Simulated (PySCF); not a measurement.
Structure problem from calculated spectra and properties.

Elements present: C, F, H, N and O. Monoisotopic mass: 150.0361 u (electron mass counted); charge +1.

* NMR, other nuclei: isotropic shieldings of nuclei other than C and H, by class: 87 (1 N), 51 (1 O), 135 (1 O), 264 (2 F) ppm [GIAO PBE0/pcSseg-1]
* Triplet: lowest triplet excitation (Tamm–Dancoff): 4.37 eV [TDA PBE0/def2-SVPD]
* 1H NMR: chemical shifts (computed TMS as zero) by class: 8.12 (1 H), 7.71 (1 H), 7.63 (1 H), 4.19 (3 H) ppm [GIAO PBE0/pcSseg-1]
* Polarisability: 68.6 au [PBE0/def2-SVPD]
* UV, strongest line: among the 6 lowest singlet transitions: S5 at 8.63 eV (144 nm, f = 0.293) [TDDFT PBE0/def2-SVPD]
* UV, first state: lowest singlet excitation: 6.20 eV (200 nm, f = 0.200) [TDDFT PBE0/def2-SVPD]
* 13C NMR: chemical shifts (computed TMS as zero) by class: 160.6 (1 C), 145.7 (1 C), 130.0 (1 C), 123.4 (1 C), 33.2 (1 C) ppm [GIAO PBE0/pcSseg-1]
* Rotational structure: rotational constants A, B, C: 2.660, 0.942, 0.734 GHz [GFN2-xTB]

Gas-phase values; electronic properties from PySCF, density fitting. Levels stand in brackets. Isolated species at its GFN2-xTB geometry (one conformer only). NMR values are class means; diastereotopic atoms form classes of their own.

Q: Which formula fits the mass and the elements?

A: C5H6F2NO2 (calculated 150.0361). No other formula that holds each of these elements comes within 0.0003 u with a fitting electron parity and a possible valence count.

Q: Propose a structure and show how it fits.

A: Numbering: `[CH3:1][n+:2]1[cH:3][cH:4][o:5][c:6]1[O:7][CH:8]([F:9])[F:10]`. 5 carbons fall into 5 classes; from least to most shielded: aromatic carbon bearing oxygen [C6] (160.6 ppm), aromatic CH next to a ring oxygen [C4] (145.7 ppm), aromatic CH next to a ring nitrogen [C3] (130.0 ppm), CHF2 carbon [C8] (123.4 ppm), N-methyl carbon [C1] (33.2 ppm). Hydrogen classes from least to most shielded: 1 H on an aromatic CH next to a ring oxygen, C4 (8.12 ppm), 1 H on an aromatic CH next to a ring nitrogen, C3 (7.71 ppm), 1 H on a CHF2 carbon, C8 (7.63 ppm), 3 H on an N-methyl carbon, C1 (4.19 ppm). The other shieldings belong to: 87 ppm, three-coordinate ring nitrogen [N2]; 51 ppm, ring oxygen [O5]; 135 ppm, aryl ether oxygen [O7]; 264 ppm, fluorine of a CF2 group [F9/F10]. S1 is mainly HOMO→LUMO (weight 0.96); the largest Löwdin shares of the orbital it empties are 0.29 on the aromatic CH next to a ring oxygen, 0.23 on the aromatic CH next to a ring nitrogen, 0.12 on the aryl ether oxygen and 0.12 on the three-coordinate ring nitrogen, of the orbital it fills 0.33 on the aromatic carbon bearing oxygen, 0.20 on the ring oxygen, 0.17 on the three-coordinate ring nitrogen and 0.12 on the aryl ether oxygen. The optimised geometry has point group C1 and is an asymmetric top. Structure: `C[N+]1=C(OC(F)F)OC=C1`. The assignments are read from this structure; whether some other isomer fits the data as well wasn't checked.

Conformer computed: `[CH3:1][n+:2]1[cH:3][cH:4][o:5][c:6]1[O:7][CH:8]([F:9])[F:10]`: O5–C6–O7–C8 11°, C6–O7–C8–F9 167°.
